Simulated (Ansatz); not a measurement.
`S[SiH]1CC1` and `[SiH3]C[SiH]1CC1` differ in one atom or group.

Ansatz, PBE0-D4/def2-TZVP geometries, multiplicity 1. Each molecule was computed in one conformer, which needn't be the lowest.

```json
{"property": "HOMO–LUMO gap (PBE0/def2-TZVPP) / eV", "`S[SiH]1CC1`": "7.07"}
{"property": "LUMO energy (ωB97M-V/def2-TZVPP) / eV", "`S[SiH]1CC1`": "1.93"}
{"property": "size of the dipole moment (B3LYP/def2-TZVPP) / D", "`S[SiH]1CC1`": "0.95"}
{"property": "HOMO energy (PBE/def2-TZVPP) / eV", "`S[SiH]1CC1`": "-5.78"}
{"property": "HOMO energy (PBE0/def2-TZVPP) / eV", "`S[SiH]1CC1`": "-6.91"}
{"property": "LUMO energy (PBE/def2-TZVPP) / eV", "`S[SiH]1CC1`": "-0.71"}
```

**Question.** What does the change do to each property? (Best estimate.)

**Answer.** Computed: 
```
                                        property  `[SiH3]C[SiH]1CC1`  shift
            HOMO–LUMO gap (PBE0/def2-TZVPP) / eV                7.15   0.08
           LUMO energy (ωB97M-V/def2-TZVPP) / eV                1.96   0.03
size of the dipole moment (B3LYP/def2-TZVPP) / D                0.85  -0.10
               HOMO energy (PBE/def2-TZVPP) / eV               -5.60   0.18
              HOMO energy (PBE0/def2-TZVPP) / eV               -6.72   0.19
               LUMO energy (PBE/def2-TZVPP) / eV               -0.38   0.33
```

With PBE0 the HOMO rises by 0.19 eV and the LUMO rises by 0.27 eV, so the gap widens by about 0.08 eV. PBE moves the HOMO by 0.18 eV and ωB97M-V by 0.16 eV. Dipoles are sizes alone; their direction can turn.

B3LYP here is the variant with VWN-RPA as its local correlation; programs differ in this.
